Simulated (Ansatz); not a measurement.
The cluster Cu₂F₂. Total charge 0; singlet. Geometry PBE-D4/def2-SVP.

```csv
atom,x (Å),y (Å),z (Å)
Cu1,-0.947,-0.473,-0.444
Cu2,0.947,0.473,0.444
F3,-0.902,0.883,0.987
F4,0.902,-0.883,-0.986
```

No other spin state of charge 0 was run. Another isomer (singlet) lies 0.23 eV lower at PBE-D4/def2-TZVP; other spin states weren't run for this one.

(1) Estimate the orbital energies around the gap (eV) in Ansatz with PBE-D4/def2-TZVP, r2SCAN-D4/def2-TZVP, PBE0-D4/def2-TZVP, r2SCAN0-D4/def2-TZVP, CAM-B3LYP-D4/def2-TZVP.

## Answers

(1) 
```csv
orbital,PBE-D4/def2-TZVP,r2SCAN-D4/def2-TZVP,PBE0-D4/def2-TZVP,r2SCAN0-D4/def2-TZVP,CAM-B3LYP-D4/def2-TZVP
HOMO−5,-5.79,-5.85,-7.72,-7.83,-9.39
HOMO−4,-5.69,-5.76,-7.67,-7.79,-9.34
HOMO−3,-5.57,-5.66,-7.50,-7.62,-9.15
HOMO−2,-5.49,-5.54,-7.43,-7.53,-9.11
HOMO−1,-5.07,-5.09,-6.82,-6.93,-8.46
HOMO,-5.04,-5.08,-6.79,-6.89,-8.42
LUMO,-3.44,-3.08,-2.28,-2.07,-1.44
LUMO+1,-2.57,-2.21,-1.47,-1.26,-0.67
LUMO+2,0.88,1.26,2.14,2.37,3.02
LUMO+3,1.27,1.73,2.32,2.57,3.11
LUMO+4,1.39,1.81,2.34,2.62,3.14
LUMO+5,2.48,3.05,3.37,3.71,3.98
```
